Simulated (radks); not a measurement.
Species: Ag I. Configuration: [Kr] 4d10 5s1. All-electron calculation, Dirac Kohn-Sham, PBEsol, spin-unpolarised, spherical densities, finite nucleus; Fermi nuclear charge, rms radius 4.5454 fm. Program: a radial shooting solver on a logarithmic mesh with Libxc functionals.

Normalised radial functions P(r) = r R(r) (large component), r in bohr:

```
   r/bohr * 3d5/2, o 4p1/2, + 4d5/2 (the largest magnitude, 1.68, reaches the edge; | marks zero, & curves that meet)
  0.00123                             &
 0.001654                             &
 0.002206                             &
 0.002966                             &
 0.003957                             &
 0.005319                             &
 0.007152                             &o
 0.009539                             &o
  0.01282                             &o
   0.0171                             & o
    0.023                             &  o
  0.03067                             +*  o
  0.04124                             |+*  o
    0.055                             |+ *  o
  0.07395                             | +   &
  0.09863                             |  + o    *
   0.1326                             o    +          *
   0.1769                        o    |      +               *
   0.2378                   o         |      +                   *
   0.3197                    o        |    +                     *
   0.4264                            o+                     *
   0.5733                       +     |          o *
   0.7646                 +           |     *           o
    1.028               +             | *              o
    1.371                +            *          o
    1.843                    +        *    o
    2.459                       +     *o
    3.306                          +  &
    4.409                            +&
    5.928                             &
    7.906                             &
    10.63                             &
```

3d5/2: eigenvalue -355.66 eV, 0 radial nodes, <r> = 0.347 bohr, 90 % of the charge inside 0.550 bohr. 4p1/2: eigenvalue -62.008 eV, 2 radial nodes at r = 0.136, 0.435 bohr, <r> = 0.979 bohr, 90 % of the charge inside 1.45 bohr. 4d5/2: eigenvalue -7.235 eV, 1 radial node at r = 0.433 bohr, <r> = 1.43 bohr, 90 % of the charge inside 2.34 bohr.
